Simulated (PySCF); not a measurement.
Spin states of ZnN

Unrestricted PBE0; PySCF, no relativity, basis sets Zn 6-31G(d,p), N 6-31G(d,p). Outer shells of the fragments: Zn 3d10 4s2; N 2s2 2p3.

Followed along the bond (rough minima from three points):

| 2Ms+1 | unpaired | ⟨S²⟩ at the start | R at minimum (Å) | Te (eV) |
| --- | --- | --- | --- | --- |
| 4 | σ ↑, π ↑↑ | 3.76 | 1.95 | 0.00 |
| 2 | σ ↓, π ↑↑ | 1.76 | 1.91 | 0.36 |
| 2 | π ↑ | 1.11 | 1.78 | 0.65 |
| 2 | σ ↑, π ↑↓ | 1.76 | 1.91 | 0.75 |

Solutions found at the starting distance of 1.845 Å, counted from the lowest of them; the search is not exhaustive and high or unbound solutions are not listed, so other states can lie among these:

| 2Ms+1 | unpaired | term | E (eV) | ⟨S²⟩ | ⟨Lz²⟩ | μ (D) |
| --- | --- | --- | --- | --- | --- | --- |
| 4 | σ ↑, π ↑↑ | ⁴Σ⁻ | 0.00 | 3.76 | 0.00 | -1.25 |
| 2 | σ ↓, π ↑↑ | mixed | 0.34 | 1.76 | 0.00 | -1.63 |
| 2 | π ↑ | mixed | 0.64 | 1.11 | 1.01 | -3.82 |
| 2 | σ ↑, π ↑↓ | mixed | 0.74 | 1.76 | 2.01 | -1.48 |
| 4 | σ ↑↑, π ↑ | ⁴Π | 1.80 | 3.76 | 1.02 | -2.22 |
| 2 | σ ↑ | mixed | 2.37 | 0.75 | 2.00 | -1.50 |
| 4 | π ↑↑↑ | ⁴Π | 3.62 | 3.76 | 1.00 | -2.29 |
| 2 | π ↑ | ²Π | 4.83 | 0.76 | 1.01 | 3.22 |
| 4 | π ↑↑↑ | ⁴Π | 9.37 | 3.75 | 1.00 | -0.97 |
| 4 | π ↑↑, δ ↑ | ⁴Δ | 9.50 | 3.76 | 4.00 | -1.08 |

A term symbol is given only where ⟨S²⟩ and ⟨Lz²⟩ are close to those of a pure state; real π, δ and φ orbitals otherwise mix terms. A positive dipole means Zn(−)N(+).
